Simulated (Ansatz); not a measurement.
`[SiH3]C1CO1`, relaxed with RKS PBE0-D4/def2-TZVP in Ansatz from a PBE-D4/def2-SVP geometry. The force threshold is 0.005 eV/Å; the program also tests the step.

Charge 0, multiplicity 1.

Start:

```xyz
10

Si   -0.140   -0.380   -1.390
C    -0.377    0.499    0.273
C     0.351    0.056    1.488
O     0.798    1.190    0.760
H    -1.319   -1.270   -1.695
H    -0.011    0.637   -2.491
H     1.114   -1.207   -1.313
H    -1.326    1.052    0.441
H     1.001   -0.841    1.447
H    -0.091    0.265    2.481
```

```tsv
step	energy (eV)	largest force (eV/Å)	largest move (Å)
1	-12088.7034	0.632	0.000
2	-12088.7448	0.230	0.033
3	-12088.7492	0.051	0.016
4	-12088.7493	0.021	0.006
5	-12088.7495	0.013	0.015
6	-12088.7496	0.008	0.015
7	-12088.7496	0.003	0.002
```

End:

```xyz
10

Si   -0.132   -0.371   -1.379
C    -0.361    0.504    0.263
C     0.331    0.042    1.473
O     0.805    1.169    0.774
H    -1.289   -1.272   -1.629
H    -0.048    0.617   -2.485
H     1.121   -1.166   -1.317
H    -1.281    1.065    0.428
H     0.968   -0.839    1.429
H    -0.113    0.250    2.443
```

Hardware: 4 threads of a server CPU on a shared host. Wall time 25 s, peak host memory 0.37 GiB.
